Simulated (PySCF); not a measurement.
In2O, SMILES [In][O][In] (connectivity only; charge and spin as stated), neutral, multiplicity 1.

The structure is a stationary point at B3LYP-D3(BJ)/def2-TZVP. The def2 effective core potentials stand for the cores of In; spin–orbit coupling is left out.

These are PySCF with TDA-B3LYP/def2-SVPD values and carry that method's errors.

Vertical excitations; the highest root listed may be one member of a degenerate set.  State labels are in the subgroup D2h.

```json
[
 {"state": "S1", "symmetry": "B3u", "energy (eV)": "3.90", "λ (nm)": "318", "f": "0.147", "main pairs": "HOMO→LUMO (degenerate set)"},
 {"state": "S2", "symmetry": "B2u", "energy (eV)": "3.90", "λ (nm)": "318", "f": "0.147", "main pairs": "HOMO→LUMO+1 (degenerate set)"},
 {"state": "S3", "symmetry": "B2g", "energy (eV)": "4.07", "λ (nm)": "304", "f": "0.000", "main pairs": "HOMO→LUMO+3 (degenerate set)"},
 {"state": "S4", "symmetry": "B3g", "energy (eV)": "4.07", "λ (nm)": "304", "f": "0.000", "main pairs": "HOMO→LUMO+2 (degenerate set)"},
 {"state": "S5", "symmetry": "Au", "energy (eV)": "4.75", "λ (nm)": "261", "f": "0.000", "main pairs": "HOMO−1→LUMO+1 50 %, HOMO−2→LUMO 50 %"},
 {"state": "S6", "symmetry": "Au", "energy (eV)": "4.75", "λ (nm)": "261", "f": "0.000", "main pairs": "HOMO−2→LUMO, HOMO−1→LUMO+1 (degenerate set)"},
 {"state": "S7", "symmetry": "B1u", "energy (eV)": "4.75", "λ (nm)": "261", "f": "0.000", "main pairs": "HOMO−1→LUMO, HOMO−2→LUMO+1 (degenerate set)"},
 {"state": "S8", "symmetry": "B1g", "energy (eV)": "4.85", "λ (nm)": "255", "f": "0.000", "main pairs": "HOMO−2→LUMO+3 50 %, HOMO−1→LUMO+2 50 %"},
 {"state": "S9", "symmetry": "B1g", "energy (eV)": "5.00", "λ (nm)": "248", "f": "0.000", "main pairs": "HOMO−1→LUMO+2, HOMO−2→LUMO+3 (degenerate set)"},
 {"state": "S10", "symmetry": "Ag", "energy (eV)": "5.00", "λ (nm)": "248", "f": "0.000", "main pairs": "HOMO−1→LUMO+3, HOMO−2→LUMO+2 (degenerate set)"},
 {"state": "T1", "symmetry": "B3u", "energy (eV)": "3.16", "λ (nm)": "393", "f": "0", "main pairs": "HOMO→LUMO (degenerate set)"},
 {"state": "T2", "symmetry": "B2u", "energy (eV)": "3.16", "λ (nm)": "393", "f": "0", "main pairs": "HOMO→LUMO+1 (degenerate set)"},
 {"state": "T3", "symmetry": "B2g", "energy (eV)": "3.38", "λ (nm)": "367", "f": "0", "main pairs": "HOMO→LUMO+3 (degenerate set)"},
 {"state": "T4", "symmetry": "B3g", "energy (eV)": "3.38", "λ (nm)": "367", "f": "0", "main pairs": "HOMO→LUMO+2 (degenerate set)"}
]
```
Triplets are in the Tamm–Dancoff approximation.
